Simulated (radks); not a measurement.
Spherical quantum dot in the effective-mass picture: electrons in a well V = -V0 / (1 + exp((r - R)/a)) with V0 = 6.96, R = 3.1, a = 0.31, with a point charge +1 (a donor) at the centre, all in effective atomic units (hartree* = m*/eps^2 hartree, bohr* = eps/m* bohr), one dielectric constant everywhere. Method: non-relativistic Kohn-Sham, PBE, spin-polarised, spherical densities; computed with a radial shooting solver with Libxc functionals. Levels are named by radial order and angular momentum (1s, 1p, 1d, 2s, ...), and open shells are averaged over m. Results are scaled to m* = 0.371 and eps = 17, for which hartree* = 34.93 meV and bohr* = 2.425 nm. Each electron was tried in the lowest free levels, single moves between levels near the top were tried too, and the lowest total energy was kept; such a search can miss a lower state. The series stops at N = 12: beyond it a trial failed or the search could not be trusted, so later rows were left out. At N = 1 the Hartree and exchange-correlation terms need not cancel, so that row can carry a self-interaction error.

N	open shells	2S	mu = E(N) - E(N-1) (meV)	addition energy mu(N+1) - mu(N) (meV)	e(HOMO) (meV)	rms radius (nm)
1	1s(up 1, down 0)	1	-256.19	25.61	-245.97	3.009
2	none	0	-230.59	43.31	-221.76	3.313
3	1p(up 1, down 0)	1	-187.28	14.41	-180.24	3.839
4	1p(up 2, down 0)	2	-172.87	14.91	-165.44	4.114
5	1p(up 3, down 0)	3	-157.96	19.45	-150.48	4.300
6	1p(up 3, down 1)	2	-138.51	13.63	-131.82	4.451
7	1p(up 3, down 2)	1	-124.88	14.05	-117.89	4.572
8	none	0	-110.84	34.75	-103.77	4.674
9	1d(up 1, down 0)	1	-76.085	13.10	-69.549	4.802
10	1d(up 2, down 0)	2	-62.985	13.14	-56.415	4.909
11	1d(up 3, down 0)	3	-49.842	13.13	-43.272	5.002
12	1d(up 4, down 0)	4	-36.710	-	-30.156	5.085

All shells are closed at N = 2, 8 (there: 1s2 1p6); the second difference of the energy has clear peaks (12 % above both neighbours; the first and last values, which can be the largest, are not judged, and half-filled shells can peak too) at N = 2, 5, 8.
